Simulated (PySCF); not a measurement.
Si(F)2(OH)(SeH) (F2H2OSeSi), SMILES O[Si](F)(F)[SeH]. Atoms are numbered in the order given.

```xyz
7

O     -1.0267     1.5822     0.9843
Si    -0.7429     0.0834     0.3897
F     -1.8471    -0.3505    -0.7011
F     -0.9048    -0.9009     1.6487
Se     1.2422    -0.1545    -0.6698
H     -0.8321     2.3340     0.4121
H      1.9781     0.3577     0.5037
```
Charge 0, spin multiplicity 1.

Coordinates come from a B3LYP-D3(BJ)/def2-SVP optimisation. The structure was generated by enumeration, and PubChem lists no compound with its InChIKey, so it may never have been made. Other conformers were not sampled.

Two levels are set side by side: PBE/pcSseg-1 (PySCF) and B3LYP/pcSseg-1 (PySCF). GIAO shifts against CFCl3 (¹⁹F), H2O (¹⁷O), Me2Se (⁷⁷Se), TMS (²⁹Si), TMS (¹H) at the same level; non-relativistic, no solvent, atoms listed together averaged. Differences are taken from unrounded values.

| quantity | B3LYP | PBE | PBE minus B3LYP |
|---|---|---|---|
| δ(¹⁷O) of O1 (ppm) | 91.1 | 101.0 | 10.0 |
| δ(²⁹Si) of Si2 (ppm) | -37.9 | -33.5 | 4.4 |
| δ(⁷⁷Se) of Se5 (ppm) | -439.0 | -446.7 | -7.8 |
| δ(¹H) of H6 (ppm) | 2.86 | 2.84 | -0.02 |
| δ(¹H) of H7 (ppm) | 0.99 | 1.02 | 0.04 |

Rough cost on one machine, each run with all the roots and properties that it gave: B3LYP against PBE within a factor of 2.
